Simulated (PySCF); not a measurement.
Te(OMe)2 (C2H6O2Te), SMILES CO[Te]OC. The structure is a stationary point at PBE0-D3(BJ)/def2-SVP. The def2 effective core potentials stand for the cores of Te; spin–orbit coupling is left out. One conformer was computed; it need not be the lowest.

Q: Give the equilibrium geometry at PBE0-D3(BJ)/def2-SVP (PySCF confirms it by a frequency run) as Cartesian coordinates in Å, and its point group. (Estimate from the structure and the level; the computed values follow.)

A: One answer among several that fit: point group C2.
```xyz
11

Te     0.0000     0.0000     0.6788
O     -1.3390    -0.6600    -0.6321
C     -2.0908     0.3041    -1.3308
H     -2.6887     0.9461    -0.6586
H     -2.7802    -0.2436    -1.9934
H     -1.4537     0.9551    -1.9546
O      1.3390     0.6600    -0.6321
C      2.0908    -0.3041    -1.3308
H      2.6887    -0.9461    -0.6586
H      2.7802     0.2436    -1.9934
H      1.4537    -0.9551    -1.9546
```
Charge 0, spin multiplicity 1.
